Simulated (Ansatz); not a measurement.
Consider the formal hydrolysis of the Si–As bond: `C=C[SiH2][AsH2]` + H₂O → `C=C[SiH2]O` + `[AsH3]`.

Computed with Ansatz on PBE0-D4/def2-TZVP structures; ΔE is electronic, products minus reactants. CCSD(T)/CBS adds triple-zeta CCSD(T) − MP2 to the extrapolated MP2 energy (def2 sets, frozen cores). This one scheme is used for every species. DFT in def2-TZVPP. For As outer-core shells are correlated without core-valence functions, which leaves a few kJ/mol of doubt a bond. Scalar relativity is left out up to krypton. One conformer a species, not always the lowest.

**Question.** Is it downhill or uphill in electronic energy at CCSD(T)/CBS, and by how much? (Best estimate.)

**Answer.** Ansatz gave: Downhill: ΔE = -0.56 eV.

**Question.** What do these levels give: PBE-D4, PBE, r2SCAN, MP2/def2-QZVPP, HF/CBS(def2), CCSD/CBS(def2)? (Estimate.)

**Answer.** Ansatz gave: PBE-D4 -0.45, PBE -0.49, r2SCAN -0.61, MP2/def2-QZVPP -0.56, HF/CBS(def2) -0.87, CCSD/CBS(def2) -0.60 eV.

Largest T1 diagnostic among the species: 0.012.

The D4 term adds +0.07 eV with B3LYP and +0.04 eV with PBE0; it sums over pairs of atoms, weighted by their polarisabilities, and B3LYP, whose exchange is more repulsive, gets the larger term. In def2-TZVPP, CCSD(T) changes the Hartree–Fock value by +0.24 eV (the triples alone add +0.04 eV) and MP2 by +0.27 eV.

B3LYP here is the variant with VWN-RPA as its local correlation; programs differ in this.
